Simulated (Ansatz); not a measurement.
`CC1(C)c2ccccc2-c2ccccc21`. The state is a singlet with charge 0. Geometry PBE0-D4/def2-SVP; atoms count from 1.

```
atom   x (Å)   y (Å)   z (Å)
  C1  -0.168  -0.372   2.386
  C2   0.283  -0.666   0.951
  C3   1.146  -1.932   0.905
  C4  -0.908  -0.780   0.015
  C5  -1.954  -1.693   0.047
  C6  -2.955  -1.613  -0.924
  C7  -2.908  -0.629  -1.915
  C8  -1.860   0.290  -1.952
  C9  -0.861   0.210  -0.983
 C10   0.339   1.020  -0.772
 C11   0.840   2.113  -1.478
 C12   2.027   2.704  -1.048
 C13   2.703   2.209   0.070
 C14   2.200   1.113   0.777
 C15   1.018   0.521   0.353
 H16  -0.789   0.536   2.426
 H17   0.702  -0.223   3.045
 H18  -0.758  -1.210   2.789
 H19   1.473  -2.149  -0.122
 H20   2.042  -1.816   1.535
 H21   0.582  -2.802   1.278
 H22  -2.000  -2.466   0.819
 H23  -3.783  -2.327  -0.909
 H24  -3.699  -0.581  -2.667
 H25  -1.825   1.058  -2.729
 H26   0.313   2.503  -2.353
 H27   2.434   3.562  -1.589
 H28   3.633   2.683   0.394
 H29   2.737   0.734   1.651
```

Question: Estimate the Mulliken populations from the PBE0/def2-TZVP orbitals of Ansatz.

Answer: 
```
atom  charge (e)
  C1       -0.38
  C2        0.41
  C3       -0.38
  C4       -0.10
  C5       -0.25
  C6       -0.10
  C7       -0.10
  C8       -0.23
  C9        0.13
 C10        0.13
 C11       -0.23
 C12       -0.10
 C13       -0.10
 C14       -0.25
 C15       -0.10
 H16        0.14
 H17        0.12
 H18        0.12
 H19        0.14
 H20        0.12
 H21        0.12
 H22        0.11
 H23        0.11
 H24        0.11
 H25        0.11
 H26        0.11
 H27        0.11
 H28        0.11
 H29        0.11
```
Mulliken values depend strongly on the basis.

Question: And the Mayer bond orders between heavy atoms (over 0.3)?

Answer: C1–C2 0.88 (1.53 Å); C2–C3 0.88 (1.53 Å); C2–C4 0.87 (1.52 Å); C2–C15 0.87 (1.52 Å); C4–C5 1.37 (1.39 Å); C4–C9 1.34 (1.41 Å); C5–C6 1.43 (1.40 Å); C6–C7 1.41 (1.40 Å); C7–C8 1.44 (1.39 Å); C8–C9 1.36 (1.39 Å); C9–C10 0.97 (1.46 Å); C10–C11 1.36 (1.39 Å); C10–C15 1.34 (1.41 Å); C11–C12 1.44 (1.39 Å); C12–C13 1.41 (1.40 Å); C13–C14 1.43 (1.40 Å); C14–C15 1.37 (1.39 Å).
